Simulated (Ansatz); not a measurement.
Computed with Ansatz on PBE0-D4/def2-TZVP structures; ΔE is electronic, products minus reactants. CBS: MP2 limit from def2 TZ/QZ plus the TZ coupled-cluster correction, frozen cores. DFT in def2-TZVPP. Each species was taken in one conformer, which may not be the lowest.

Reaction (ligand exchange at the Si–C bond): `OB(O)OC[SiH3]` + `[CH3][Al]([OH])[OH]` → `[CH3][Al]([OH])[O][SiH3]` + `COB(O)O`

`OB(O)OC[SiH3]`:

Z-matrix (Å, degrees):
```
C
O 1 1.414
Si 1 1.892 2 108.8
H 1 1.100 2 111.3 3 -120.1
H 1 1.100 2 111.3 3 120.2
B 2 1.367 1 121.1 3 179.9
H 3 1.488 1 108.1 2 -179.9
H 3 1.484 1 109.9 2 -60.5
H 3 1.484 1 109.9 2 60.6
O 6 1.360 2 116.5 1 -179.9
O 6 1.372 2 124.2 1 0.1
H 10 0.959 6 111.7 2 -180.0
H 11 0.959 6 114.3 2 0.1
```

`[CH3][Al]([OH])[OH]`:

```xyz
9

C     0.073    1.102   -1.040
Al   -0.021   -0.297    0.291
O     0.545   -1.845   -0.115
O    -0.665    0.062    1.821
H    -0.552    0.860   -1.905
H    -0.259    2.062   -0.641
H     1.094    1.220   -1.414
H     0.543   -2.606    0.461
H    -0.757   -0.557    2.541
```

`[CH3][Al]([OH])[O][SiH3]`:

```xyz
12

C    -1.155    0.929    1.717
Al    0.172   -0.231    0.923
O     1.135   -1.202    1.922
O     0.399   -0.297   -0.747
Si    0.463   -0.244   -2.364
H    -1.236    0.771    2.794
H    -0.905    1.981    1.548
H    -2.140    0.765    1.270
H     1.809   -1.791    1.587
H     1.441    0.787   -2.807
H     0.886   -1.563   -2.909
H    -0.870    0.096   -2.933
```

`COB(O)O`:

```xyz
10

C    -0.234   -1.113   -1.040
O    -0.517    0.198   -0.593
B     0.072    0.679    0.536
O    -0.211    1.950    0.957
O     0.942   -0.096    1.249
H     0.830   -1.235   -1.260
H    -0.521   -1.856   -0.291
H    -0.809   -1.282   -1.950
H    -0.833    2.389    0.373
H     1.282    0.366    2.019
```

```
        level  ΔE (kJ/mol)
      PBE0-D4       -135.6
       r2SCAN       -142.3
HF/def2-TZVPP       -173.0
 HF/CBS(def2)       -174.7
```

What does CCSD(T)/CBS give? (An estimate is asked.)

The calculation gave: -143.5 kJ/mol. The listed levels differ from it by 7.9, 1.2, -29.5, -31.2 kJ/mol.

Largest T1 diagnostic among the species: 0.012.

In def2-TZVPP, CCSD(T) changes the Hartree–Fock value by +28.2 kJ/mol (the triples alone add +4.0 kJ/mol) and MP2 by +25.9 kJ/mol. From PBE to PBE0 (25 % exact exchange), in def2-TZVPP and without D4, ΔE moves by −8.9 kJ/mol.
